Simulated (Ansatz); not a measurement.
Two isomers of C2H6O2Si: A = `C=C(O)[SiH2]O`, B = `C[SiH](O)C=O`.

Calculated with Ansatz (gas phase, PBE0-D4/def2-TZVP geometries, no zero-point term in ΔE). CBS: MP2 limit from def2 TZ/QZ plus the TZ coupled-cluster correction, frozen cores. Functionals use def2-TZVPP. B3LYP here is the variant with VWN-RPA as its local correlation; programs differ in this. One conformer a species, not always the lowest.

Problem. Which is lower in electronic energy at CCSD(T)/CBS, and by how much? (Estimate.)

Solution. The calculation gave: B, by 10.3 kcal/mol.

Problem. Give E(B) − E(A) in kcal/mol with CCSD(T)/def2-SVP, B3LYP-D4, ωB97M-V, MP2/def2-TZVPP, B3LYP, PBE-D4, r2SCAN-D4. (Estimate.)

Solution. Computed: CCSD(T)/def2-SVP -12.1, B3LYP-D4 -10.7, ωB97M-V -11.2, MP2/def2-TZVPP -10.6, B3LYP -10.8, PBE-D4 -11.1, r2SCAN-D4 -11.0. None reverses the order clearly.

Problem. Does the order hold for the free energy at 298.15 K (harmonic terms from PBE0-D4)? (Estimate.)

Solution. Ansatz gave: Yes: G(B) − G(A) = -10.4 kcal/mol, for one conformer each.

Largest T1 diagnostic: 0.014.

At CCSD(T), def2-SVP lies −1.8 kcal/mol from the extrapolated value and def2-TZVPP −0.6 kcal/mol. From BLYP to BHLYP (50 % exact exchange), in def2-TZVPP and without D4, E(B) − E(A) moves by +1.1 kcal/mol.
